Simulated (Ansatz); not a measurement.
Born–Oppenheimer molecular dynamics of F3H5O2SiTi (12 atoms, charge 0, multiplicity 1). It starts at the highest image of a converged band, a first-order saddle point between two minima.

Level of theory: RKS PBE/def2-SVP (Ansatz 0.2.0).

| Item | Value |
| --- | --- |
| ensemble | NVE (velocity Verlet) |
| time step | 0.5 fs |
| steps asked | 200 |
| starting velocities drawn for | 100 K |
| seed | 9603 |

First frame:

```xyz
12
Properties=species:S:1:pos:R:3
Ti 0.151 -0.307 0.086
O -0.049 -0.600 2.120
Si -1.304 -0.195 3.197
H -2.591 -0.850 2.781
H -0.907 -0.698 4.556
H -1.452 1.295 3.218
F 1.408 0.873 -0.170
F -1.386 0.566 0.217
F -0.168 -1.124 -1.438
O 1.044 -1.983 0.729
H 0.840 -2.827 0.287
H 0.486 -1.578 1.798
```

Q: How far do the bonds stretch over the last three quarters of this one trajectory? (Pairs bonded in most of those frames.)

A: 
```json
{"bond": "Ti1–O2", "mean (Å)": "2.315", "spread (Å)": "0.150", "shortest": "2.07", "longest": "2.54"}
{"bond": "Ti1–F7", "mean (Å)": "1.754", "spread (Å)": "0.003", "shortest": "1.75", "longest": "1.76"}
{"bond": "Ti1–F8", "mean (Å)": "1.783", "spread (Å)": "0.006", "shortest": "1.77", "longest": "1.79"}
{"bond": "Ti1–F9", "mean (Å)": "1.761", "spread (Å)": "0.006", "shortest": "1.75", "longest": "1.77"}
{"bond": "Ti1–O10", "mean (Å)": "1.877", "spread (Å)": "0.040", "shortest": "1.83", "longest": "1.95"}
{"bond": "O2–Si3", "mean (Å)": "1.722", "spread (Å)": "0.009", "shortest": "1.70", "longest": "1.73"}
{"bond": "O2–H12", "mean (Å)": "0.995", "spread (Å)": "0.016", "shortest": "0.97", "longest": "1.03"}
{"bond": "Si3–H4", "mean (Å)": "1.501", "spread (Å)": "0.025", "shortest": "1.46", "longest": "1.54"}
{"bond": "Si3–H5", "mean (Å)": "1.504", "spread (Å)": "0.023", "shortest": "1.47", "longest": "1.54"}
{"bond": "Si3–H6", "mean (Å)": "1.495", "spread (Å)": "0.015", "shortest": "1.47", "longest": "1.52"}
{"bond": "O10–H11", "mean (Å)": "0.976", "spread (Å)": "0.005", "shortest": "0.97", "longest": "0.98"}
```

Pairs bonded in part of these frames only: Ti1–H12 30 %.

Mean temperature of the second half: 178 K. The conserved energy stayed within 0.028 meV per atom of its start (net change 0.011 meV per atom), so the integration is sound. The kinetic energy rose, since the run started high on the potential surface and went downhill. A run of 0.1 ps of so small a system gives no equilibrium averages. The orbitals stay closed-shell, which can raise the energy where a bond breaks towards radicals; this wasn't checked here.

Run time: 6.2 min on 4 threads of Arm Neoverse V2 (shared host), peak memory 0.22 GiB.
